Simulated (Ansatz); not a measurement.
The cluster SiSe₂ was relaxed with PBE-D4 (def2-TZVP) in Ansatz in these states: charge +1 doublet, neutral quintet, neutral singlet, neutral triplet. The geometries follow in no particular order.

A:

```xyz
3

Si    0.4359   -0.5711    0.4489
Se   -0.6993    1.0979    1.2763
Se    0.2634   -0.5268   -1.7252
```

B:

```
atom    x (Å)    y (Å)    z (Å)
 Si1   0.0000   0.0000   0.0000
 Se2  -1.9567  -0.6582   0.1977
 Se3   1.9567   0.6582  -0.1977
```

C:

Cartesian coordinates in Å:
```
Si 0.8896 -0.0780 0.6744
Se 0.1707 1.3000 -1.0032
Se -1.0603 -1.2220 0.3288
```

D:

```
atom   x (Å)   y (Å)   z (Å)
 Si1   0.000   0.000   0.000
 Se2   0.874  -0.767   1.751
 Se3  -0.874   0.767  -1.751
```

Task: Judge from the bond lengths which geometry belongs to which state (an estimate).

Result: A is the neutral triplet (Si1–Se3 2.181 Å, Si1–Se2 2.181 Å); B is the neutral singlet (Si1–Se3 2.074 Å, Si1–Se2 2.074 Å); C is the neutral quintet (Si1–Se3 2.287 Å, Si1–Se2 2.287 Å); D is the charge +1 doublet (Si1–Se3 2.101 Å, Si1–Se2 2.101 Å).
